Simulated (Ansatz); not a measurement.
The cluster B₂As₃⁻. Total charge -1; quintet. Geometry PBE-D4/def2-SVPD; atoms count from 1.

```xyz
5

B    -0.1614    0.2453    0.6005
B     1.0373    0.7061   -0.4377
As    0.8029   -1.3334   -0.6364
As   -1.0047   -1.4256    1.2083
As   -0.6740    1.8076   -0.7348
```

At PBE0-D4/def2-TZVPD a singlet of charge -1 lies 1.98 eV below the quintet, each at its own geometry. The structure comes from a short search, and lower isomers may exist.

(1) Estimate the Mulliken populations from the PBE0/def2-TZVPD orbitals of Ansatz.

(2) Where does the spin sit?

(3) And the Mayer bond orders between heavy atoms (over 0.3)?

Answers

(1) 
```json
{"atom": "B1", "charge (e)": "-0.07", "spin (α − β)": "0.05"}
{"atom": "B2", "charge (e)": "0.08", "spin (α − β)": "0.70"}
{"atom": "As3", "charge (e)": "-0.30", "spin (α − β)": "0.86"}
{"atom": "As4", "charge (e)": "-0.33", "spin (α − β)": "1.10"}
{"atom": "As5", "charge (e)": "-0.38", "spin (α − β)": "1.30"}
```
Mulliken values depend strongly on the basis. With diffuse functions, as here, like atoms can get unlike values, and bond orders can come out too low or too high.

(2) Summed by element: B 0.75, As 3.25, of 4 unpaired in all. Largest on single atoms: As5 1.30, As4 1.10, As3 0.86.

(3) B1–B2 1.17 (1.65 Å); B1–As3 0.81 (2.23 Å); B1–As4 0.76 (1.97 Å); B1–As5 0.82 (2.12 Å); B2–As3 0.53 (2.06 Å); B2–As5 0.89 (2.06 Å); As3–As4 0.90 (2.58 Å).
